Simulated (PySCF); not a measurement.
1-methylcyclopentene (C₆H₁₀), SMILES CC1=CCCC1. Geometry optimised at r2SCAN-D4/def2-SVP. One conformer was computed; it need not be the lowest.

Computed equilibrium geometry at r2SCAN-D4/def2-SVP (PySCF confirms it by a frequency run) as a Z-matrix (one conformer of several):
```
C
C 1 1.3457
H 2 1.0951 1 124.32
C 1 1.4917 2 127.68 3 0.22
H 4 1.1000 1 111.92 2 1.21
H 4 1.1044 5 108.26 1 -122.82
H 4 1.1048 5 108.15 6 -114.65
C 2 1.5062 3 123.32 1 -176.43
H 8 1.1040 2 113.50 3 -46.40
H 8 1.1089 9 105.89 2 -121.29
C 1 1.5138 2 110.55 3 -176.86
H 11 1.1048 1 112.81 2 -137.25
H 11 1.1091 12 105.92 1 119.92
C 11 1.5411 12 113.01 13 123.11
H 14 1.1012 11 113.39 12 -90.35
H 14 1.1029 15 107.16 11 -120.25
```
